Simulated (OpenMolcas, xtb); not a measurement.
## CH2FNOSn (SMILES O=C=[N][SnH2][F]): the dipole moment, rung by rung

CH2FNOSn: 7 atoms, total charge 0, spin state singlet. As SMILES, `O=C=[N][SnH2][F]`. Geometry: relaxed at PBE0-D4/def2-TZVP. This is one conformer, not always the lowest.

```xyz
7

O    -0.2217   -2.8693   -0.9316
C    -0.1215   -1.9068   -0.2838
N    -0.0209   -0.9582    0.4494
Sn    0.1574    1.0316    0.3185
F    -0.8771    1.5100   -1.2201
H    -0.6186    1.6961    1.6652
H     1.7638    1.4285   -0.0432
```

Each level gives the dipole moment (D). The values are calculated.

| level | kind | program | value (D) |
| --- | --- | --- | --- |
| GFN1-xTB | semi-empirical | xtb | 5.83 |
| HF/def2-SVP (core potential) | Hartree–Fock | OpenMolcas | 4.28 |
| SVWN5/def2-SVP (core potential) | LDA | OpenMolcas | 3.56 |
| BLYP/def2-SVP (core potential) | GGA | OpenMolcas | 3.44 |
| TPSS/def2-SVP (core potential) | meta-GGA | OpenMolcas | 3.46 |
| BHLYP/def2-SVP (core potential) | global hybrid | OpenMolcas | 4.01 |
| PBE0/def2-SVP (core potential) | global hybrid | OpenMolcas | 3.78 |

The values span 3.44 to 5.83 D. Magnitudes only.
